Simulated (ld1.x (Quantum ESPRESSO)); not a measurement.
## barium: TM pseudisation with PBEsol, scalar-relativistic reference atom.

```json
{
 "Element": "Ba",
 "Generator": "ld1.x (Quantum ESPRESSO) 7.5",
 "Type": "norm-conserving Troullier–Martins (Kleinman–Bylander form)",
 "Functional": "PBEsol",
 "Relativity": "scalar-relativistic",
 "Frozen core": "[Xe]",
 "Valence charge": "2",
 "Reference configuration": "5d0 6s1.5 6p0 (charge +0.5)",
 "Partial waves": "6s (bound): rc 3.00 bohr; 5d (bound, empty): rc 4.20 bohr; 6p (bound, empty): rc 4.20 bohr",
 "Local potential": "the p channel",
 "Core correction": "a·sin(br)/r model core inside 2.85 bohr"
}
```

All-electron outer shells of the reference configuration (PBEsol, scalar-relativistic, ld1.x):

| shell | level (eV) | outermost node (bohr) | outermost maximum (bohr) |
| --- | --- | --- | --- |
| 5p | -21.43 | 0.86 | 1.67 |
| 6s | -5.36 | 1.96 | 4.00 |
| 5d | -4.45 | 1.00 | 2.43 |
| 6p | -3.04 | 2.34 | 5.01 |

Problem. Does the generator finish with these settings?

Solution. Yes, a potential is produced and its reference levels are reproduced.

Problem. Estimate the cutoffs (Ry, on a coarse ladder) from which the occupation-weighted sum of valence levels, in a spherical-Bessel basis at the reference potential, stays within 10 and 1 mRy of its value at 400 Ry.

Solution. 6 Ry and 15 Ry.

Problem. Does the potential have ghost states?

Solution. Ghost state, extra bound levels that the all-electron valence spectrum of the same l lacks: s at -3.9 eV. A true bound ghost makes a file unfit for plane-wave use.

Problem. Tests: 5d0 6s2 6p0; 5d0 6s1 6p0; 5d0 6s1 6p1; 5d1 6s0 6p0; 5d0.5 6s1.5 6p0; 5d1 6s1 6p0; 5d0 6s0 6p2. Which has the largest error in its energy relative to the reference configuration, and how large is it?

Solution. 5d0 6s0 6p2, with -34 meV (all-electron minus pseudo) on +2.02 eV.
